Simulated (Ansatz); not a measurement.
Geometry optimisation, Ansatz 0.2.0, RHF/def2-SVP.

input.yaml

```yaml
crystal:
  periodic: [false, false, false]
  atoms:
    - { symbol: Si, position_ang: [-0.438857, -0.185436, -0.378441] }
    - { symbol: F, position_ang: [-0.033763, 0.888136, 2.170938] }
    - { symbol: F, position_ang: [0.856672, -0.918427, 0.161577] }
    - { symbol: H, position_ang: [-0.308781, 1.2522, -0.445846] }
    - { symbol: F, position_ang: [-0.696858, -0.756428, -1.839382] }
    - { symbol: Cl, position_ang: [-2.080673, -0.80897, 0.774141] }
    - { symbol: H, position_ang: [-0.707542, 0.422926, 2.567013] }
basis:
  gaussian: { orbitals: def2-SVP }
hamiltonian:
  xc: hf
relax:
  f_tol: 0.03
  max_steps: 50
output:
  orbitals: {}
```

Run as:

```bash
$ ansatz run input.yaml --threads 1 --pin off --max-ram 2048MiB --backend cpu --events-out ev --progress --plain --runs-dir out
```

Q: Where does it end, and by what steps?

A: It converged. After 5 steps the energy has fallen by 0.060 eV; H7 moved furthest, 0.29 Å.

```
step  energy less start (eV)  largest force component (eV/Å)  accepted
   0                  0.0000                           0.708       yes
   1                 -0.0536                           0.305       yes
   2                 -0.0480                           0.747        no
   3                 -0.0583                           0.240       yes
   4                 -0.0592                           0.129       yes
   5                 -0.0603                           0.022       yes
```

```xyz
7
Properties=species:S:1:pos:R:3
Si -0.475 -0.228 -0.461
F -0.059 1.002 2.335
F 0.816 -0.945 0.119
H -0.329 1.211 -0.503
F -0.674 -0.784 -1.938
Cl -2.092 -0.832 0.629
H -0.597 0.470 2.829
```

The run took 10 s on 1 thread of Arm Neoverse V1 (shared host), peak memory 0.16 GiB.
